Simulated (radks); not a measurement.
Pr V, configuration [Kr] 4d10 4f1 5s2 5p5.75 5d0.25 (fractional occupations, a model configuration). All-electron calculation, Dirac Kohn-Sham, SOGGA, spin-unpolarised, spherical densities, point nucleus; open shells fill j = l - 1/2 first. Program: a radial shooting solver on a logarithmic mesh with Libxc functionals.

Normalised radial functions P(r) = r R(r) (large component), r in bohr:

r,5s1/2,4f5/2,5d3/2
0.001731,0.0593,0.0000,0.0000
0.002666,0.0823,0.0000,0.0000
0.004074,0.1097,0.0000,0.0001
0.006275,0.1387,0.0000,0.0004
0.009589,0.1581,0.0000,0.0012
0.01477,0.1481,0.0001,0.0037
0.02257,0.0813,0.0004,0.0107
0.03449,-0.0570,0.0017,0.0291
0.05312,-0.2180,0.0074,0.0727
0.08118,-0.2296,0.0279,0.1507
0.125,0.0591,0.0938,0.2404
0.1911,0.3682,0.2560,0.2275
0.2943,0.0713,0.5592,-0.0208
0.4497,-0.5231,0.9017,-0.3486
0.6927,-0.1276,1.0392,-0.2755
1.059,0.8405,0.8307,0.3006
1.63,0.8632,0.4499,0.7748
2.491,0.2766,0.1466,0.6251
3.838,0.0237,0.0210,0.2040
5.864,0.0004,0.0009,0.0203

5s1/2: eigenvalue -81.242 eV, 4 radial nodes at r = 0.0296, 0.117, 0.308, 0.731 bohr, <r> = 1.43 bohr, 90 % of the charge inside 2.03 bohr. 4f5/2: eigenvalue -49.224 eV, 0 radial nodes, <r> = 0.926 bohr, 90 % of the charge inside 1.54 bohr. 5d3/2: eigenvalue -36.231 eV, 2 radial nodes at r = 0.287, 0.870 bohr, <r> = 2.06 bohr, 90 % of the charge inside 3.02 bohr.
